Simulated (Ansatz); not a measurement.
Geometry optimisation, RHF/def2-SVP (Ansatz).

Input:

```yaml
crystal:
  periodic: [false, false, false]
  atoms:
    - { symbol: B, position_ang: [-0.253458, 0.433064, -0.072582] }
    - { symbol: H, position_ang: [-0.549989, 0.610735, 1.073568] }
    - { symbol: H, position_ang: [0.893659, 0.589384, -0.388335] }
    - { symbol: C, position_ang: [-1.378545, 0.194546, -1.153846] }
    - { symbol: H, position_ang: [-2.242757, -0.343564, -0.759485] }
    - { symbol: H, position_ang: [-1.738275, 1.190046, -1.450172] }
    - { symbol: H, position_ang: [-1.021314, -0.301937, -2.056959] }
    - { symbol: "N", position_ang: [-0.025891, -1.936433, 1.290163] }
    - { symbol: H, position_ang: [-0.792855, -2.583213, 1.264395] }
    - { symbol: C, position_ang: [1.163188, -2.523181, 1.863484] }
    - { symbol: H, position_ang: [1.508562, -3.347102, 1.237806] }
    - { symbol: H, position_ang: [1.960206, -1.779641, 1.887277] }
    - { symbol: H, position_ang: [1.032644, -2.907476, 2.882217] }
    - { symbol: H, position_ang: [-0.333476, -1.102428, 1.802468] }
basis:
  gaussian: { orbitals: def2-SVP }
hamiltonian:
  xc: hf
relax:
  f_tol: 0.03
  max_steps: 50
```

Run as:

```bash
$ ansatz run input.yaml --threads 2 --pin off --max-ram 3072MiB --backend cpu --events-out ev --progress --plain --runs-dir out
```

Q: Where does it end, and by what steps?

A: It converged. The force dipped under the threshold on the way, but the program's further checks kept it going. After 16 steps the energy has fallen by 0.889 eV; H11 moved furthest, 1.29 Å. Joined: B1–N8 (2.74 → 1.68 Å).

```csv
step,energy less start (eV),largest force component (eV/Å),accepted
0,0.0000,1.198,yes
1,-0.0774,0.504,yes
2,-0.1256,0.548,yes
3,-0.1727,0.799,yes
4,-0.2893,0.860,yes
5,-0.5027,1.002,yes
6,-0.6531,0.707,yes
7,-0.7006,1.149,yes
8,-0.7372,0.526,yes
9,-0.8076,0.331,yes
10,-0.8281,0.343,yes
11,-0.8506,0.286,yes
12,-0.8791,0.099,yes
13,-0.8860,0.023,yes
14,-0.8868,0.134,yes
15,-0.8371,0.759,no
16,-0.8886,0.004,yes
```

```xyz
14
Properties=species:S:1:pos:R:3
B 0.011 -0.236 0.084
H 0.239 0.616 0.936
H 0.979 -0.440 -0.638
C -1.386 -0.024 -0.714
H -2.255 0.084 -0.052
H -1.334 0.895 -1.305
H -1.612 -0.833 -1.421
N -0.137 -1.653 0.966
H -0.347 -2.391 0.314
C 1.030 -2.009 1.776
H 1.890 -2.120 1.122
H 1.230 -1.202 2.475
H 0.866 -2.937 2.325
H -0.952 -1.558 1.552
```

Whether the end is a true minimum wasn't checked by a vibrational analysis.

Time of the run: 20 s on 2 threads of Arm Neoverse V2, with other jobs on the host, peak memory 0.19 GiB.
